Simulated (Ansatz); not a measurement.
Consider the ligand exchange at a B–O bond: `BOC(=C)N` + `O[SiH2]S[SiH3]` → `BO[SiH2]S[SiH3]` + `C=C(N)O`.

Gas-phase electronic energies from Ansatz, PBE0-D4/def2-TZVP geometries. CCSD(T)/CBS is the MP2 limit (def2-TZVPP, def2-QZVPP) plus CCSD(T) − MP2 in def2-TZVPP, frozen cores. Functionals use def2-TZVPP. One conformer a species, not always the lowest.

```json
{"level": "B2PLYP", "ΔE (kJ/mol)": "-7.9"}
{"level": "PBE", "ΔE (kJ/mol)": "-3.6"}
{"level": "MP2/def2-TZVPP", "ΔE (kJ/mol)": "-9.6"}
{"level": "CCSD/def2-TZVPP", "ΔE (kJ/mol)": "-10.0"}
{"level": "CCSD(T)/def2-TZVPP", "ΔE (kJ/mol)": "-8.2"}
{"level": "MP2/def2-QZVPP", "ΔE (kJ/mol)": "-10.2"}
{"level": "MP2/CBS(def2)", "ΔE (kJ/mol)": "-10.4"}
{"level": "CCSD/CBS(def2)", "ΔE (kJ/mol)": "-10.8"}
```

(1) What does CCSD(T)/CBS give? (Estimate.)

Largest T1 diagnostic among the species: 0.014.

Answers

(1) Computed: -9.0 kJ/mol. The listed levels differ from it by 1.1, 5.4, -0.6, -1.0, 0.8, -1.2, -1.4, -1.8 kJ/mol.

In def2-TZVPP, CCSD(T) changes the Hartree–Fock value by +9.7 kJ/mol (the triples alone add +1.8 kJ/mol) and MP2 by +8.3 kJ/mol. From PBE to PBE0 (25 % exact exchange), in def2-TZVPP and without D4, ΔE moves by −4.7 kJ/mol.
